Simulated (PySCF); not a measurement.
# C7H12Si: full NMR table

```yaml
Formula: C7H12Si
SMILES: C=C/C=C\C(=C)C[SiH3]
Point_group_of_the_computed_structure: C1
Degrees_of_unsaturation: 3
Carbon_signals: 7
Proton_signals: 9
```

Structure with atom numbers: `[CH2:1]=[CH:2]/[CH:3]=[CH:4]\[C:5](=[CH2:6])[CH2:7][SiH3:8]` (H(Xn): hydrogen on atom n). Ha(C1) is cis to C3; Ha(C6) is cis to C4; Hb(C1) is trans to C3; Hb(C6) is trans to C4.

One conformer, fast rotation and ring inversion assumed for equivalent nuclei, relativity neglected, in vacuum. Geometry: GFN2-xTB; GIAO PBE0/pcSseg-1 shieldings; PySCF 2.14.0 with density-fitted response routines.

Referencing at the same level of theory: ¹H (σref 31.72) and ¹³C (σref 186.93) and ²⁹Si (σref 349.16) against TMS.

| carbon | δC, type | δH (multiplicity) | HMBC from (2–3 bonds) | span of the C tensor (ppm) |
| --- | --- | --- | --- | --- |
| C1 | 125.4, CH2 | Ha(C1) 5.64 (m); Hb(C1) 5.48 (m) | H(C2), H(C3) | 210 |
| C2 | 142.7, CH | 7.30 (m) | H(C3), H(C4), Ha(C1), Hb(C1) | 241 |
| C3 | 138.6, CH | 6.38 (m) | H(C2), H(C4), Ha(C1), Hb(C1) | 197 |
| C4 | 139.0, CH | 6.30 (m) | H(C2), H(C3), Hb(C6), Ha(C6), H(C7) | 206 |
| C5 | 152.3, C | – | H(C3), H(C4), Hb(C6), Ha(C6), H(Si8), H(C7) | 238 |
| C6 | 121.8, CH2 | Ha(C6) 5.19 (br s); Hb(C6) 5.45 (br s) | H(C4), H(C7) | 185 |
| C7 | 22.4, CH2 | 1.87 (q) | H(C4), Hb(C6), Ha(C6), H(Si8) | 45 |

Other nuclei:
```csv
atoms,nucleus,environment,δ (ppm),σ (ppm)
H(Si8),¹H,hydrogen on a silicon bonded to C,3.99,27.73
Si8,²⁹Si,"silicon bonded to C, 3 H",-65.1,414.2
```

Carbon types of the structure: 1 × C, 3 × CH, 3 × CH2, leaving 3 H on heteroatoms. δC 152.3: fully substituted alkene carbon; as expected for a trigonal carbon in a double bond. δC 142.7, 139.0, 138.6: alkene CH; as expected for a trigonal carbon in a double bond. δC 125.4, 121.8: terminal =CH2 carbon; an sp2 carbon of a C=C bond. δH 7.30, 6.38, 6.30: hydrogen on an alkene CH; a vinylic proton, deshielded by the sp2 carbon and the C=C anisotropy. δH 5.64, 5.48, 5.45, 5.19: hydrogen on a terminal =CH2 carbon; olefinic region.

Shifts are as computed. Against solution values, carbons near 30 ppm lie about +3 ppm off and those near 130 ppm about +5 ppm. Of 1211 compounds with measured shifts, 218 miss one by over three times the rms of a fit or turn the order of signals round; such compounds aren't used in these exercises. Multiplicities follow the n + 1 count of equivalent neighbours, as no J values were calculated; m marks all less simple cases, F and P coupling included.
